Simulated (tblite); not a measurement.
Give a GFN2-xTB geometry of InChI=1S/C6H4O2/c7-5-1-2-6(8)4-3-5/h1-4H.

Z-matrix in Å and degrees, rows numbered from 1:
```
O 
C   1  1.2143
C   2  1.4766  1  122.18
C   3  1.3346  2  122.20  1   179.91
C   4  1.4766  3  122.19  2    -0.01
O   5  1.2143  4  122.20  3  -179.98
C   5  1.4765  4  115.60  3     0.06
C   7  1.3346  5  122.21  4    -0.02
H   3  1.0814  2  115.78  1    -0.08
H   4  1.0814  3  122.02  2   179.99
H   7  1.0813  5  115.76  4   179.96
H   8  1.0814  2  115.77  1     0.13
```

The 6-membered ring C2–C3–C4–C5–C7–C8 has internal angles of 115.6° to 122.2° (sum 720°, against 720° for a flat polygon); it is planar, 0.00 Å rms from its mean plane, widest ring torsion 0°. The 8 heavy atoms lie in one plane (0.001 Å rms). The 6 C–C bonds span 1.335 Å (C7=C8, drawn double) to 1.477 Å (C2–C8, drawn single), a spread of 0.142 Å.

Computed geometry: GFN2-xTB, gas phase.

Point group: D2h (tolerance 0.08 Å). Its GFN2-xTB frequencies are all real (lowest 63 cm⁻¹).
